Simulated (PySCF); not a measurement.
Molecule: `InChI=1S/C4H10O2S/c1-3-4-7(2,5)6/h3-4H2,1-2H3`.

Geometry:
| atom | x (Å) | y (Å) | z (Å) |
| --- | --- | --- | --- |
| C1 | -1.974 | 0.403 | 0.328 |
| C2 | -1.162 | -0.603 | -0.472 |
| C3 | 0.248 | -0.149 | -0.819 |
| S4 | 1.234 | 0.059 | 0.677 |
| C5 | 2.921 | 0.063 | 0.093 |
| O6 | 1.053 | -1.143 | 1.490 |
| O7 | 0.967 | 1.382 | 1.241 |
| H8 | -2.992 | 0.025 | 0.502 |
| H9 | -1.512 | 0.604 | 1.305 |
| H10 | -2.054 | 1.366 | -0.200 |
| H11 | -1.671 | -0.836 | -1.423 |
| H12 | -1.084 | -1.552 | 0.082 |
| H13 | 0.769 | -0.901 | -1.431 |
| H14 | 0.271 | 0.823 | -1.336 |
| H15 | 3.066 | 0.893 | -0.610 |
| H16 | 3.159 | -0.908 | -0.359 |
| H17 | 3.527 | 0.223 | 0.995 |

Geometry PBE0-D3(BJ)/def2-SVP throughout; GIAO in PySCF 2.14.0 with density-fitted response routines, gas phase, one conformer, non-relativistic; equivalent atoms averaged; basis pcSseg-1.

For orientation, mPW1PW91 gives these absolute shieldings σ: C3 123.8, C5 137.2, C2 165.2, C1 168.7, S4 192.8, O6/O7 112.3, H15/H16/H17 28.72, H13/H14 28.83, H8/H9/H10 30.06 ppm.

A run gave: C3 138.7, C5 149.6, C2 175.5, C1 176.8, S4 225.2, O6/O7 166.4, H15/H16/H17 29.15, H13/H14 29.49, H8/H9/H10 30.35 ppm (absolute shieldings σ).

Question: Which functional was used in that run?
A. PBE0
B. HF
C. B97-D
D. LDA

Answer: B. O6/O7 tells them apart best: HF gives 166.4, PBE0 gives 112.2, B97-D gives 103.7, LDA gives 82.7 ppm.
